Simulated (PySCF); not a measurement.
A spin–spin coupling run with PySCF 2.14 (density fitting, non-relativistic, gas phase) on `InChI=1S/C3H8FNSi/c4-2-1-3-5-6/h3H,1-2H2,6H3/b5-3-`:

```
$ OMP_NUM_THREADS=1 python probes_run.py task.json out

{"job": {"kind": "j", "xc": "B3LYP", "basis": "6-31G*"}, "charge": 0, "multiplicity": 1}
F     -3.430533     0.006195     0.422578
C     -2.523617     0.315673    -0.561131
C     -1.268172    -0.517425    -0.392146
C     -0.567829    -0.255585     0.914584
N      0.656382    -0.017666     1.115156
Si     2.041255     0.120559     0.064439
H     -2.295334     1.393870    -0.496457
H     -2.988104     0.118962    -1.542064
H     -1.564129    -1.581999    -0.413668
H     -0.590466    -0.346776    -1.243059
H     -1.246911    -0.285571     1.790565
H      3.034509    -0.898793     0.508831
H      2.605494     1.487371     0.259128
H      1.798184    -0.076252    -1.407412
```

Hardware: 1 thread of an Arm Neoverse V2, shared host. The job also computes field gradients.

**Question.** How large is the calculation?

**Answer.** 56 electrons, 104 basis functions and 688 auxiliary functions.

**Question.** How long does it take, and how much memory does it need?

**Answer.** 16 s of wall time, with 14 SCF cycles; peak memory 0.6 GiB. Times on a shared host scatter by some tens of per cent.
